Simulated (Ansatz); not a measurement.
## Computed against measured: atomisation enthalpy at 298 K

8 molecules without hydrogen; the atomisation enthalpy at 298 K in kJ/mol, computed less measured. Shapes, held fixed at every level: PBE0-D4/def2-TZVP. Flexible molecules stand in one conformer, not always the lowest. Thermal terms are harmonic and unscaled (PBE0-D4/def2-TZVP); the spin-orbit lowering of the free atoms is taken from their spectra. Programs: Ansatz 0.2.0. Measured values: Active Thermochemical Tables, CRC Handbook of Chemistry and Physics, NIST-JANAF tables.

Levels: A = B3LYP-D4/def2-TZVPP; B = MP2/def2-TZVPP; C = CCSD(T)/def2-TZVPP.

```csv
molecule,from tabulated heats,A,B,C
SF2 (sulfur difluoride),732,-16,-1,-57
BBrF2 (SMILES FB(F)Br),1661,-17,+54,-45
BClF2 (chlorodifluoroborane),1736,-15,+55,-47
S2F2 (Difluorodisulfane),1049,-28,-31,-106
PF3 (phosphorus trifluoride),1513,-25,+8,-80
CBrCl2F (bromodichlorofluoromethane),1391,-40,+30,-75
GeI4 (germanium tetraiodide),856,-17,+71,-21
SeF6 (selenium hexafluoride),1820,-21,+139,-38
```

Problem. Sum up the errors.

Solution. 
| level | kind | mean error | mean absolute error | worst case |
| --- | --- | --- | --- | --- |
| B3LYP-D4/def2-TZVPP | global hybrid | -22.4 | 22.4 | CBrCl2F |
| MP2/def2-TZVPP | perturbation theory | +40.6 | 48.6 | SeF6 |
| CCSD(T)/def2-TZVPP | coupled cluster or CI | -58.6 | 58.6 | S2F2 |

On this set B3LYP-D4/def2-TZVPP has the smallest mean absolute error and CCSD(T)/def2-TZVPP the largest. B3LYP-D4/def2-TZVPP is too low in 8 of 8; MP2/def2-TZVPP is too high in 6 of 8; CCSD(T)/def2-TZVPP is too low in 8 of 8. The heats of SF2 (sulfur difluoride), GeI4 (germanium tetraiodide), SeF6 (selenium hexafluoride) come from older tables and can be uncertain by 10 kJ/mol or more. The molecules' own spin-orbit lowering is left out, so errors for iodides read a little too negative. Heats of the atoms come from ATcT where it has them, that of boron, 570 kJ/mol, from recent work. With so many references in doubt the order of the levels isn't settled. The tabulated values of BBrF2, BClF2, S2F2 are in doubt (older tables, estimates, or at odds with other calculations) and kept here. Over the 5 molecules whose values aren't doubted the mean absolute errors are A 23.8; B 49.8; C 54.2. Correlated wave functions converge slowly with the basis. For atoms past krypton def2 sets carry core potentials with scalar relativity. Relativity is left out for Br, Ge, Se. Outer-core shells of Br, Ge, I, Se are correlated, in sets that cover them unevenly. The set is small.
